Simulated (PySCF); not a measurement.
**Silicon: a sound run and one with changed settings**

Sound run: Si⁺ [Ne] 3s2 3p1, Si²⁺ [Ne] 3s2. Computed with PySCF 2.14 in def2-TZVP, with no relativity, point nucleus. In the sound run the correlated levels freeze [Ne]. The sound run starts from symmetry-adapted Hartree-Fock orbitals and uses a fine grid where one is needed.

Changed run: all electrons correlated in a basis built for the valence shell.

```tsv
species	method	sound run (hartree)	changed run (hartree)	converged
Si⁺	MP2	-288.61035	-288.71334	yes
Si⁺	CCSD(T)	-288.62891	-288.73289	yes
Si²⁺	MP2	-288.01934	-288.12238	yes
Si²⁺	CCSD(T)	-288.03273	-288.13691	yes
```

Ionisation energy of Si⁺:

```csv
method,sound run (eV),changed run (eV)
UHF,15.837,15.837
MP2,16.082,16.081
SCS-MP2,16.069,16.066
CCSD,16.194,16.192
CCSD(T),16.223,16.217
```

A valence basis has no tight correlating functions, so it recovers only part of the core correlation, and not evenly between atom and ion.

For comparison, NIST gives 16.346 eV between the lowest levels.
